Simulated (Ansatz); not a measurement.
One change: `BO[SiH2]F` becomes `F[SiH2]OBS`.

Ansatz, PBE0-D4/def2-TZVP geometries, multiplicity 1. Each molecule was computed in one conformer, which needn't be the lowest.

| property | `BO[SiH2]F` |
| --- | --- |
| HOMO energy (ωB97M-V/def2-TZVPP) / eV | -11.11 |
| HOMO–LUMO gap (PBE0/def2-TZVPP) / eV | 7.85 |
| HOMO–LUMO gap (PBE/def2-TZVPP) / eV | 5.33 |
| LUMO energy (PBE0/def2-TZVPP) / eV | -0.90 |
| LUMO energy (ωB97M-V/def2-TZVPP) / eV | 1.01 |
| HOMO energy (PBE0/def2-TZVPP) / eV | -8.75 |

(1) Give the same properties after the change, and the shifts. (Estimate.)

Answers

(1) Computed: 
| property | `F[SiH2]OBS` | shift |
| --- | --- | --- |
| HOMO energy (ωB97M-V/def2-TZVPP) / eV | -10.16 | 0.95 |
| HOMO–LUMO gap (PBE0/def2-TZVPP) / eV | 7.53 | -0.32 |
| HOMO–LUMO gap (PBE/def2-TZVPP) / eV | 5.35 | 0.02 |
| LUMO energy (PBE0/def2-TZVPP) / eV | -0.44 | 0.46 |
| LUMO energy (ωB97M-V/def2-TZVPP) / eV | 1.53 | 0.52 |
| HOMO energy (PBE0/def2-TZVPP) / eV | -7.97 | 0.78 |

With PBE0 the HOMO rises by 0.78 eV and the LUMO rises by 0.46 eV, so the gap narrows by about 0.32 eV. PBE moves the HOMO by 0.50 eV and ωB97M-V by 0.95 eV.
